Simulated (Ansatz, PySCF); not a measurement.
Sn(H)2(Br)(NH2) (BrH₄NSn), SMILES [NH2][SnH2][Br].

The structure is a stationary point at B3LYP-D3(BJ)/def2-SVP. The structure was generated by enumeration; whether it is a known compound was not checked. The def2 effective core potentials stand for the cores of Sn; spin–orbit coupling is left out. The values are those of a single conformer.

Vertical ionisation energy (IE) and electron affinity (EA) in eV. Rows of orbital energies are one-electron estimates. Where ΔSCF, EOM or ADC give a negative EA the extra electron is unbound and the value depends on the basis.

```csv
level,IE,EA
"−ε(HOMO), −ε(LUMO), ωB97X/def2-TZVPD (PySCF)",10.03,-0.83
"−ε(HOMO), −ε(LUMO), PBE/def2-TZVPD (PySCF)",6.22,1.99
"ΔSCF, PBE0/def2-SVPD (Ansatz), final states of multiplicity 2 and 2",9.66,-0.48
"ΔSCF, PBE/def2-SVPD (Ansatz), final states of multiplicity 2 and 2",9.33,-0.36
```

Task: What vertical singlet–triplet gap does ΔSCF give with PBE0/def2-SVPD (Ansatz, a program for electronic structure) and with PBE/def2-SVPD (Ansatz)? (Estimate from the structure and the level; the computed values follow.)

Result: 5.02 and 4.59 eV (triplet above singlet where positive).
